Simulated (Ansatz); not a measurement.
Reaction (atomization): `B[CH2][GeH3]` → B• + C• + Ge• + 7 H•

Isolated molecules relaxed with PBE0-D4/def2-TZVP in Ansatz; ΔE leaves out vibrations. CCSD(T)/CBS adds triple-zeta CCSD(T) − MP2 to the extrapolated MP2 energy (def2 sets, frozen cores). This one scheme is used for every species, atoms too. DFT in def2-TZVPP. B3LYP here is the variant with VWN-RPA as its local correlation; programs differ in this. No spin–orbit coupling; open shells (•) take unrestricted orbitals. Spin–orbit coupling would lower the free atoms: a little for B, C; clearly for Ge. For Ge outer-core shells are correlated without core-valence functions, so the limit isn't a true one: a few kJ/mol of doubt a bond, and 10 to 20 or more in all where bonds break to atoms. Scalar relativity is left out up to krypton.

`B[CH2][GeH3]`:

```xyz
10

B    -1.500   -0.074   -0.249
C    -0.184   -0.846   -0.258
Ge    1.129    0.540    0.318
H    -2.148    0.014    0.756
H    -1.861    0.529   -1.219
H     0.186   -1.172   -1.232
H    -0.073   -1.635    0.488
H     0.822    1.013    1.747
H     1.108    1.744   -0.635
H     2.519   -0.113    0.283
```

What is ΔE at CCSD(T)/CBS? (Best estimate.)

Computed: +3236.9 kJ/mol.

What do these levels give: PBE-D4, B97M-V, CAM-B3LYP-D4, PBE, r2SCAN, B3LYP, r2SCANh, BHLYP, CAM-B3LYP, MP2/def2-TZVPP, MP2/def2-QZVPP, CCSD/CBS(def2)? (Best estimate.)

The calculation gave: PBE-D4 3238.5, B97M-V 3267.4, CAM-B3LYP-D4 3253.3, PBE 3222.6, r2SCAN 3246.0, B3LYP 3213.2, r2SCANh 3237.5, BHLYP 3180.2, CAM-B3LYP 3239.8, MP2/def2-TZVPP 3177.4, MP2/def2-QZVPP 3208.3, CCSD/CBS(def2) 3207.8 kJ/mol.

Largest T1 diagnostic among the species: 0.014.

The D4 term adds +25.7 kJ/mol with B3LYP and +13.3 kJ/mol with PBE0; it sums over pairs of atoms, weighted by their polarisabilities, and B3LYP, whose exchange is more repulsive, gets the larger term. From r2SCAN to r2SCAN0 (25 % exact exchange), in def2-TZVPP and without D4, ΔE moves by −19.9 kJ/mol: exact exchange takes away binding that semilocal exchange gives to molecules.

For atomizations the MP2-based limit and the directly extrapolated one differ by several kJ/mol either way, and by 10 to 25 for some Ge, Se and Sn compounds, so smaller differences from it don't rank the levels.
